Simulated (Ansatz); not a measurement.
Reaction (substitution at a C–C bond): `CCOBF` + `[SiH]S` → `CS[SiH]` + `COBF`

Calculated with Ansatz (gas phase, PBE0-D4/def2-TZVP geometries, no zero-point term in ΔE). CCSD(T)/CBS is the MP2 limit (def2-TZVPP, def2-QZVPP) plus CCSD(T) − MP2 in def2-TZVPP, frozen cores. This one scheme is used for every species. Functionals use def2-TZVPP. One conformer a species, not always the lowest.

Problem. Is it downhill or uphill in electronic energy at CCSD(T)/CBS, and by how much? (An estimate is asked.)

Solution. Computed: Uphill: ΔE = +19.1 kJ/mol.

Problem. What do these levels give: LDA (SPW92), revPBE-D4, PBE0-D4, ωB97X-V, MP2/def2-TZVPP, CCSD/CBS(def2)? (An estimate is asked.)

Solution. Ansatz gave: LDA (SPW92) 18.9, revPBE-D4 11.9, PBE0-D4 16.8, ωB97X-V 20.6, MP2/def2-TZVPP 19.0, CCSD/CBS(def2) 21.5 kJ/mol.

Largest T1 diagnostic among the species: 0.016.

In def2-TZVPP, CCSD(T) changes the Hartree–Fock value by −3.7 kJ/mol (the triples alone add −2.3 kJ/mol) and MP2 by −6.8 kJ/mol. From BLYP to BHLYP (50 % exact exchange), in def2-TZVPP and without D4, ΔE moves by +6.4 kJ/mol.
